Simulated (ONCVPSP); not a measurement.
beryllium: excitation energies, all-electron against ONCV

beryllium (Be), optimised norm-conserving Vanderbilt (ONCV), made with ONCVPSP 4.0.1 (PBE, scalar-relativistic). Core [He], reference 2s1.5 2p0.5. Waves: 2s: rc 1.55 bohr, ncon 5, nbas 8, qcut 5.4 1/bohr, 2 projectors, debl 2.4 Ha; 2p: rc 4.00 bohr, ncon 4, nbas 7, qcut 4.1 1/bohr, 2 projectors, debl 2 Ha. Local part: polynomial inside 1.20 bohr (lpopt 5, dvloc0 4 Ha). Core correction: Teter function, fcfact 5.25, rcfact 1.1.

Energies are relative to the spin-unpolarised reference configuration 2s1.5 2p0.5; without spin polarisation the order of configurations can differ from experiment.

```tsv
valence configuration	charge	ΔE all-electron (eV)	error AE − PS (meV)
2s1 2p0	+1	7.749	+36
2s1.5 2p0	+0.5	1.960	+9.5
```

**Question.** What are ΔE and the potential's error for 2s2 2p0?

**Answer.** ΔE = -1.801 eV all-electron; the error (AE − PS) is -3.7 meV.

**Question.** What are ΔE and the potential's error for 2s0 2p2?

**Answer.** ΔE = 5.450 eV all-electron; the error (AE − PS) is -38 meV.
